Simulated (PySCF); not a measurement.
Si(OSiH3)(Me)(Cl)2 (CH₆Cl₂OSi₂), SMILES C[Si](Cl)(Cl)O[SiH3].

Coordinates come from a B3LYP-D3(BJ)/def2-SVP optimisation. Other conformers were not sampled.

Calculation: TDDFT-ωB97X/def2-SVPD in PySCF 2.14.0.

Vertical excitations. Isolated molecule, no solvent.

```
state  energy (eV)  λ (nm)      f                                                                    main pairs
-----  -----------  ------  -----  ----------------------------------------------------------------------------
S1            7.96     156  0.000           HOMO→LUMO 43 %, HOMO−2→LUMO 12 %, HOMO−4→LUMO 11 %, HOMO→LUMO+1 7 %
S2            8.12     153  0.003      HOMO−3→LUMO 30 %, HOMO−1→LUMO 28 %, HOMO−3→LUMO+1 8 %, HOMO−1→LUMO+1 8 %
S3            8.44     147  0.036          HOMO→LUMO+2 20 %, HOMO→LUMO 15 %, HOMO−2→LUMO 14 %, HOMO→LUMO+1 11 %
S4            8.62     144  0.006    HOMO−4→LUMO 17 %, HOMO−2→LUMO 14 %, HOMO−2→LUMO+2 14 %, HOMO−4→LUMO+2 11 %
S5            8.71     142  0.137    HOMO−1→LUMO 16 %, HOMO−3→LUMO 16 %, HOMO−3→LUMO+2 13 %, HOMO−1→LUMO+2 12 %
S6            9.01     138  0.068       HOMO−5→LUMO 21 %, HOMO−5→LUMO+2 14 %, HOMO→LUMO+4 10 %, HOMO−1→LUMO 7 %
S7            9.19     135  0.013            HOMO→LUMO+2 18 %, HOMO→LUMO 16 %, HOMO→LUMO+6 9 %, HOMO−2→LUMO 6 %
S8            9.22     135  0.003  HOMO−1→LUMO+5 12 %, HOMO−3→LUMO+5 11 %, HOMO−4→LUMO+6 7 %, HOMO−2→LUMO+6 6 %
S9            9.29     133  0.110     HOMO−1→LUMO 20 %, HOMO−3→LUMO 18 %, HOMO−1→LUMO+2 11 %, HOMO−1→LUMO+3 8 %
S10           9.32     133  0.052    HOMO→LUMO+1 22 %, HOMO−2→LUMO 13 %, HOMO−2→LUMO+2 13 %, HOMO−4→LUMO+1 13 %
T1            7.61     163      0           HOMO→LUMO 39 %, HOMO−2→LUMO 12 %, HOMO−4→LUMO 11 %, HOMO→LUMO+1 7 %
T2            7.76     160      0      HOMO−3→LUMO 27 %, HOMO−1→LUMO 26 %, HOMO−3→LUMO+1 9 %, HOMO−1→LUMO+1 7 %
T3            7.91     157      0       HOMO→LUMO+2 20 %, HOMO−2→LUMO 14 %, HOMO−2→LUMO+2 12 %, HOMO→LUMO+1 9 %
T4            8.16     152      0     HOMO−1→LUMO+2 10 %, HOMO−3→LUMO+2 8 %, HOMO−2→LUMO+2 8 %, HOMO−1→LUMO 7 %
```
Triplets are in the Tamm–Dancoff approximation, which puts them higher than full response would, so one can lie above its singlet here.
